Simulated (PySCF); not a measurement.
Species: C5H5F2NO2.
Numbering: `[CH3:1][O:2]/[CH:3]=[C:4](\[C:5]#[N:6])[O:7][CH:8]([F:9])[F:10]` (hydrogens: H11, H12, H13 on C1; H14 on C3; H15 on C8)

The geometry is computed with GFN2-xTB (gas phase).

**Question.** Give the optimised bond lengths and angles.

**Answer.** 
| bond | length (Å) |
| --- | --- |
| C1–O2 | 1.415 |
| O2–C3 | 1.334 |
| C3=C4 | 1.347 |
| C4–C5 | 1.411 |
| C5≡N6 | 1.147 |
| C4–O7 | 1.401 |
| O7–C8 | 1.354 |
| C8–F9 | 1.336 |
| C8–F10 | 1.360 |
| C1–H11, C1–H12, C1–H13 | 1.092 |
| C3–H14 | 1.085 |
| C8–H15 | 1.106 |

Bonds in one row agree within 0.01 Å and their mean is given. A selection of angles:
| angle | degrees |
| --- | --- |
| C1–O2–C3 | 116.3 |
| O2–C3–C4 | 122.7 |
| C3–C4–C5 | 123.3 |
| C3–C4–O7 | 117.8 |
| C5–C4–O7 | 118.9 |
| C4–C5–N6 | 178.9 |
| C4–O7–C8 | 116.1 |
| O7–C8–F9 | 108.0 |
| O7–C8–F10 | 110.9 |
| F9–C8–F10 | 106.1 |

Torsions: C1–O2–C3–C4 -178° (antiperiplanar); O2–C3–C4–C5 -2° (synperiplanar); C3–C4–O7–C8 138° (anticlinal); C4–O7–C8–F9 164° (antiperiplanar). The mirror-image conformer, all signs reversed, is as good.

Of the pairs four or more bonds apart, C5···H15 is among the closest relative to their van der Waals radii: 2.46 Å, 85 % of the sum of Bondi's values. The 2 C–C bonds span 1.347 Å (C3=C4, drawn double) to 1.411 Å (C4–C5, drawn single), a spread of 0.064 Å. The 2 C–F bonds span 1.336 Å (C8–F9, drawn single) to 1.360 Å (C8–F10, drawn single), a spread of 0.024 Å. The C–O distances run from 1.334 Å (O2–C3, drawn single) to 1.415 Å (C1–O2, drawn single), a spread of 0.081 Å. O2 (ether oxygen) is bent (angle 116.3°).

Point group: C1 (no symmetry element, even within 0.4 Å). Whether it is a minimum is left open (no frequencies). The numbers are those of one conformer.
